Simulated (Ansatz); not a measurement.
Zr(NH2)Cl3 (ZrNCl₃H₂). Charge 0, multiplicity 1. Geometry PBE-D4/def2-SVP, basis def2-TZVP, Ansatz.

```xyz
7

Zr   -0.3455   -0.1895    0.6160
N     0.6233    0.2620   -1.0782
H     1.6404    0.3700   -1.1790
H     0.1781    0.4676   -1.9817
Cl    1.2020   -1.2763    2.0141
Cl   -2.2288   -1.4633    0.0074
Cl   -1.0695    1.8295    1.6014
```

```
run  HOMO (eV)  LUMO (eV)
  A      -7.99      -2.67
  B      -6.95      -3.02
  C      -9.65      -1.28
  D     -10.83      -0.13
  E      -7.01      -3.10
  F      -8.40      -2.29
```

In the def2 sets Zr takes a core potential; there is no spin–orbit coupling. HSE06 is defined as in plane-wave codes, on full-range PBE exchange.

Task: The runs used BHLYP, HSE06, PBE, PBE0, revPBE, ωB97X-V. Estimate which is which.

Result: A HSE06 (range-separated); B revPBE (0 % exact exchange); C BHLYP (50 % exact exchange); D ωB97X-V (range-separated); E PBE (0 % exact exchange); F PBE0 (25 % exact exchange). Exact exchange lowers occupied and raises empty levels; among semilocal functionals meta-GGAs tend to open the gap a little, and such runs are hard to tell apart. The gap grows from 3.91 eV (PBE) to 10.70 eV (ωB97X-V).
